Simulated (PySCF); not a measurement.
Species: C₆H₅F₃O.
Numbering: `[CH2:1]=[CH:2][C:3](=[CH2:4])[C:5](=[O:6])[C:7]([F:8])([F:9])[F:10]` (hydrogens: H11, H12 on C1; H13 on C2; H14, H15 on C4)

Torsions of this conformer, `[CH2:1]=[CH:2][C:3](=[CH2:4])[C:5](=[O:6])[C:7]([F:8])([F:9])[F:10]`: C1–C2–C3–C4 180°, C2–C3–C5–O6 3°, C3–C5–C7–F8 58°.

The closed-shell ground state was solved at several levels (PySCF, density fitting, gas phase, non-relativistic). One conformer (not necessarily the lowest) at the PBE0-D3(BJ)/def2-SVP geometry, without solvent, vibrations or thermal averaging.

```json
{"level": "wB97X-D/pcSseg-1", "basis functions": "195", "total energy (Eh)": "-606.1063", "HOMO (eV)": "-9.28", "LUMO (eV)": "-0.81", "gap (eV)": "8.47", "dipole (D)": "3.05"}
{"level": "PBE0/pcSseg-1", "basis functions": "195", "total energy (Eh)": "-605.6616", "HOMO (eV)": "-7.51", "LUMO (eV)": "-2.56", "gap (eV)": "4.95", "dipole (D)": "3.01"}
{"level": "B3LYP/pcJ-1", "basis functions": "320", "total energy (Eh)": "-606.3646", "HOMO (eV)": "-7.28", "LUMO (eV)": "-2.76", "gap (eV)": "4.52", "dipole (D)": "3.01"}
```

Problem. What might wB97X-D/def2-SVPD (252 basis functions) give for the same quantities?

Solution. Total energy -605.7397 Eh, HOMO -9.31 eV, LUMO -0.86 eV, gap 8.45 eV, dipole 3.14 D.

Problem. Over all these levels, which gives the widest orbital gap and which the narrowest?

Solution. wB97X-D/pcSseg-1 (range-separated hybrid) has the widest, 8.47 eV, and B3LYP/pcJ-1 (global hybrid, 20 % exact exchange) the narrowest, 4.52 eV. Functional and basis both differ between the two, so the spread mixes both effects.

Problem. How far do the dipole and the HOMO energy spread over the levels?

Solution. The dipole runs from 3.01 to 3.14 D (mean 3.05 D) and the HOMO from -9.31 to -7.28 eV.

wB97X-D is run here without its empirical dispersion term; that term would change no orbital, density or response property at a fixed geometry.
